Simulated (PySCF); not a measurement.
C2H4N2OSi, SMILES O[SiH]1N=CC=N1.

Coordinates come from a B3LYP-D3(BJ)/def2-SVP optimisation. The structure was generated by enumeration, and PubChem lists no compound with its InChIKey, so it may never have been made. One conformer was computed; it need not be the lowest.

These are PySCF with SMD-PBE0/def2-SVP values and carry that method's errors.

Solvation free energies are E(SMD) − E(gas) at the gas-phase geometry, for 1 M in both phases. In vacuum the dipole moment is 2.18 D.

```
solvent  ΔG(solv) (kcal/mol)  its non-electrostatic (CDS) part  dipole (D)
-------  -------------------  --------------------------------  ----------
water                   -9.1                               2.0        3.22
benzene                 -4.2                              -0.6        2.53
toluene                 -4.2                              -0.5        2.55
```
